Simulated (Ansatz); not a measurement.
This geometry of Cl2H3NOZr + H2 (10 atoms, charge 0, multiplicity 1) is a first-order saddle point.

Computed with RKS PBE0/def2-SVP (Ansatz).

```xyz
10
Properties=species:S:1:pos:R:3
Zr -0.021 0.132 0.154
N 0.268 0.193 2.306
H -0.453 0.402 2.994
H 0.989 -0.387 2.735
O 1.652 -0.399 -0.541
H 2.362 -0.652 -1.134
Cl -1.320 1.530 -1.257
Cl -1.450 -1.778 0.145
H 0.620 1.957 0.880
H 0.622 1.357 1.698
```

**Question.** Which two structures does it join? (They come from a converged band through this point; their orientation in space is the band's.)

**Answer.** Bonds broken: H9–H10. Bonds formed: Zr1–H9, N2–H10. Cl2H3NOZr + H2 becomes Cl2H5NOZr.

Initial state:

```xyz
10
Properties=species:S:1:pos:R:3
Zr -0.218 -0.539 -0.100
N 0.108 -0.002 1.807
H -0.616 0.273 2.469
H 1.005 -0.001 2.288
O 1.498 -0.898 -0.817
H 2.266 -1.118 -1.346
Cl -1.333 1.231 -1.214
Cl -1.606 -2.461 -0.124
H 1.223 3.249 2.670
H 0.940 2.620 2.347
```

Final state:

```xyz
10
Properties=species:S:1:pos:R:3
Zr -0.168 0.354 -0.013
N 0.564 0.196 2.265
H -0.206 0.369 2.915
H 0.947 -0.723 2.497
O 1.611 -0.162 -0.478
H 2.287 -0.460 -1.089
Cl -1.138 1.111 -2.036
Cl -1.732 -1.292 0.764
H -0.180 2.069 0.694
H 1.283 0.893 2.461
```

**Question.** How far does it lie above each of them?

**Answer.** 0.98 eV above the first and 1.06 eV above the second. This is the barrier of this one path; another mechanism may lie lower. The orbitals stay closed-shell, which can raise the energy where a bond breaks towards radicals; this wasn't checked here.

Time of the run: 4.7 min on 4 threads of Arm Neoverse V2 (shared host), peak memory 0.31 GiB.
